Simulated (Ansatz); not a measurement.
Calculated with Ansatz (gas phase, PBE0-D4/def2-TZVP geometries, no zero-point term in ΔE). CCSD(T)/CBS is the MP2 limit (def2-TZVPP, def2-QZVPP) plus CCSD(T) − MP2 in def2-TZVPP, frozen cores. DFT in def2-TZVPP. B3LYP here is the variant with VWN-RPA as its local correlation; programs differ in this. Each species was taken in one conformer, which may not be the lowest.

Consider the substitution at a C–C bond: `C=C(F)C(C)O` + `O[SiH3]` → `CC(O)O[SiH3]` + `C=CF`.

Question: Is it downhill or uphill in electronic energy at CCSD(T)/CBS, and by how much? (An estimate is asked.)

Answer: Computed: Uphill: ΔE = +30.6 kJ/mol.

Question: What do these levels give: PBE-D4, r2SCAN-D4, PBE0-D4, B3LYP-D4, ωB97M-V, PBE, PBE0, HF/def2-TZVPP, CCSD/def2-TZVPP, HF/def2-QZVPP, SCS-MP2/def2-QZVPP, HF/CBS(def2)? (Estimate.)

Answer: Ansatz gave: PBE-D4 26.8, r2SCAN-D4 27.9, PBE0-D4 28.8, B3LYP-D4 23.2, ωB97M-V 28.5, PBE 26.5, PBE0 28.8, HF/def2-TZVPP 18.3, CCSD/def2-TZVPP 28.4, HF/def2-QZVPP 17.4, SCS-MP2/def2-QZVPP 30.6, HF/CBS(def2) 17.3 kJ/mol.

Largest T1 diagnostic among the species: 0.012.

In def2-TZVPP, CCSD(T) changes the Hartree–Fock value by +10.9 kJ/mol (the triples alone add +0.8 kJ/mol) and MP2 by +16.4 kJ/mol.
